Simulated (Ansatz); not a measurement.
Mulliken charges of ClFH2SeSn, SMILES `[F][SnH]([Cl])[SeH]` from r2SCAN/def2-TZVPP in Ansatz (PBE0-D4/def2-TZVP geometry).

| atom | x (Å) | y (Å) | z (Å) | charge (e) |
| --- | --- | --- | --- | --- |
| F1 | -0.849 | 0.168 | -1.854 | -0.463 |
| Sn2 | 0.009 | 0.560 | -0.191 | 1.059 |
| Cl3 | 2.212 | 0.016 | -0.615 | -0.355 |
| Se4 | -0.927 | -0.944 | 1.565 | -0.256 |
| H5 | -0.182 | 2.222 | 0.083 | -0.082 |
| H6 | -0.221 | -2.085 | 0.966 | 0.097 |

Task: By hand: the dipole of these point charges (1 e Å = 4.8032 D).

Result: Σ q r = (-0.152, 0.367, 0.561) e Å, of length 0.687 e Å = 3.30 D.

Task: How does the dipole of the full density compare? (Estimate.)

Result: The calculation gave: (-0.086, 0.145, 0.445) e Å, 2.29 D; the point charges give 1.44 times that, at 15° from its direction.

Point charges leave out the atoms' own dipoles, such as those of lone pairs, and Mulliken's split depends on the basis, so the two needn't agree.
